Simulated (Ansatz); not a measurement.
Ideal-gas functions of CH₄BNS, SMILES `NB1CS1` at 298.15 K and 1 bar, from an Ansatz frequency run at PBE0-D4/def2-TZVP.

Molar mass 72.93 g/mol, point group Cs (symmetry number 1), electronic degeneracy 1, moments of inertia 37.897, 108.803, 143.37 u Å². Harmonic wavenumbers (cm⁻¹, unscaled): 299, 354, 483, 550, 557, 679, 837, 878, 942, 1009, 1062, 1433, 1538, 1648, 3117, 3193, 3627, 3723.

Use S(trans) = R[1.5 ln M + 2.5 ln T − 1.1517]; rotational temperatures θ = 24.2544 K / I; S(rot) = R[ln(√π/σ · √(T³/θAθBθC)) + 1.5]; for each mode x = 1.438777 ν̃/T, S = R[x/(eˣ − 1) − ln(1 − e⁻ˣ)] and H = RT x/(eˣ − 1); 1 cm⁻¹ = 0.0119627 kJ/mol; R = 8.31446 J/(mol·K).

Q: By hand: the entropy, in J/(mol·K).

A: Translation 162.4. Rotation: θ = 0.64, 0.2229, 0.1692 K, giving 103.8. Vibration, mode by mode: 5.95, 4.80, 2.94, 2.28, 2.22, 1.39, 0.75, 0.64, 0.49, 0.38, 0.30, 0.07, 0.04, 0.03, 0.00, 0.00, 0.00, 0.00, in all 22.3. Electronic 0.0. Sum 288.5 J/(mol·K).

Q: By hand: H − E and G − E in kJ/mol, counted from the electronic energy.

A: Zero-point energy ½ × 25929 × 0.0119627 = 155.1; thermal vibration 4.6; translation, rotation and pV give 4 RT = 9.9. H − E = 169.6 kJ/mol, and G − E = 169.6 − 298.15 × 288.5/1000 = 83.6 kJ/mol.

Vibration gives 8 % of the entropy. The sum counts one conformer and one mirror image; others add a mixing term.
